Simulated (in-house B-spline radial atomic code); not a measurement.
Ionisation energies with and without relativity, with size and susceptibility from the Dirac run. Dirac energy differences include first-order Breit, QED and recoil terms. NIST's values go from ground level to ground level; the uncertainty of those that are theory runs from under 0.1 % in few-electron ions to several per cent in heavy many-electron ones. Computed with an all-electron radial atomic-structure program (B-spline basis): non-relativistic Hartree-Fock and Dirac-Hartree-Fock, averages of the configuration (point nuclei without relativity, finite nuclei with it).

| ion | configuration | configuration after | ionisation non-relativistic (eV) | ionisation Dirac Breit and QED (eV) | tabulated value (eV) | radius at density 0.001 (bohr) | diamagnetic susceptibility (10⁻⁶ cm³/mol) |
| --- | --- | --- | --- | --- | --- | --- | --- |
| B2+ | [He] 2s1 | 1s2 | 37.82 | 37.82 | 37.93059 | 2.865 | -2.7008 |
| Al2+ | [Ne] 3s1 | [He] 2s2 2p6 | 28.04 | 28.08 | 28.44764 | 3.395 | -7.3908 |
| Ga2+ | [Ar] 3d10 4s1 | [Ar] 3d10 | ? | ? | ? | ? | ? |
| In2+ | [Kr] 4d10 5s1 | [Kr] 4d10 | ? | ? | ? | ? | ? |
| Tl2+ | [Xe] 4f14 5d10 6s1 | [Xe] 4f14 5d10 | 24.51 | 28.11 | 29.852 | 3.627 | -34.868 |

**Question.** Fill in the row of Ga2+.

**Answer.** ionisation non-relativistic (eV): 29.18; ionisation Dirac Breit and QED (eV): 29.61; tabulated value (eV): 30.72576; radius at density 0.001 (bohr): 3.335; diamagnetic susceptibility (10⁻⁶ cm³/mol): -14.005.

**Question.** Fill in the row of In2+.

**Answer.** ionisation non-relativistic (eV): 25.55; ionisation Dirac Breit and QED (eV): 26.59; tabulated value (eV): 28.04415; radius at density 0.001 (bohr): 3.601; diamagnetic susceptibility (10⁻⁶ cm³/mol): -25.648.
